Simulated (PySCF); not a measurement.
Al(Me)(F) (CH3AlF), SMILES [CH3][Al+][F], charge +1. Atoms are numbered in the order given.

```xyz
6

Al     0.0000     0.0000     0.1209
C      0.0000     0.0000    -1.7808
H      0.8943    -0.5163    -2.1394
H      0.0000     1.0326    -2.1394
H     -0.8943    -0.5163    -2.1394
F      0.0000     0.0000     1.7257
```
Charge +1, spin multiplicity 1.

The structure is a stationary point at ωB97X-D3(BJ)/def2-TZVP. The spin state was assumed, not searched. The isomer is the one that the SMILES or the coordinates give; other isomers of the formula were not compared.

Two levels are set side by side: PBE/pcJ-1 (PySCF) and PBE0/pcJ-1 (PySCF). One-bond couplings, all four terms, same geometry. Isotopes: 13C, 19F, 1H, 27Al. Differences are taken from unrounded values.

```csv
quantity,PBE0
"¹J(C2,H3) (Hz)",143.1
"¹J(C2,H4) (Hz)",143.1
"¹J(C2,H5) (Hz)",143.1
```

### Question
What does PBE give, and how far is it from PBE0? (Estimate from the structure and the level; the computed values follow.)

### Answer

```
quantity          PBE  PBE minus PBE0
--------------  -----  --------------
¹J(C2,H3) (Hz)  140.6            -2.5
¹J(C2,H4) (Hz)  140.6            -2.5
¹J(C2,H5) (Hz)  140.6            -2.5
```

Here PBE gives about what the other level gives.

Rough cost on one machine, each run with all the roots and properties that it gave: PBE0 against PBE about 2 times.
